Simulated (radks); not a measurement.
The caesium anion Cs-, [Xe] 6s2, held by a Watson sphere: a shell of charge +1 at radius R that stands for the Madelung well of a crystal (potential energy -1/R inside, -1/r outside, in hartree with lengths in bohr). Method: scalar-relativistic Kohn-Sham, PBE, spin-polarised, spherical densities, point nucleus; computed with a radial shooting solver on a logarithmic mesh with Libxc functionals. Response by self-consistent Sternheimer equations with the Hartree and adiabatic LDA kernel, the relativistic mass of each level held fixed and spin-orbit coupling left out. The sphere does not respond.

R (bohr)	e(5s) (eV)	e(5p) (eV)	e(6s) (eV)	<r> 6s (bohr)	sum of <r^2> (bohr^2)	X-ray form factor at sin(theta)/lambda = 0.3 1/angstrom	alpha (bohr^3)
2.63	-29.618	-16.394	-3.151	4.910	105.3	37.940	271.0
3.02	-28.791	-15.633	-3.144	4.936	106.5	37.943	273.8
3.91	-27.497	-14.358	-3.057	5.111	110.8	37.945	305.5
4.75	-26.816	-13.657	-2.899	5.367	116.7	37.939	365.3
5.07	-26.641	-13.474	-2.828	5.473	119.2	37.936	393.9
6.08	-26.263	-13.080	-2.593	5.806	127.6	37.931	500.0
